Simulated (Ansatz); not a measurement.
Job for Ansatz (a quantum-chemistry and plane-wave program): U-B3LYP-D3(BJ)/def2-TZVP on O2 (SMILES O=O).

Ansatz 0.2 input:
```yaml
crystal:
  periodic: [false, false, false]
  atoms:
    - {symbol: O, position_ang: [0.00000000, 0.00000000, 0.62300000]}
    - {symbol: O, position_ang: [0.00000000, 0.00000000, -0.62300000]}
basis:
  gaussian:
    orbitals: def2-TZVP
hamiltonian:
  xc: b3lyp
  dispersion: d3bj
magnetization: {spin_polarized: true, initial_magnetization: 2}
relax: {f_tol: 0.004, max_steps: 120}
```

### Question
Give the final energy of this run.

### Answer
-150.3902 hartree.
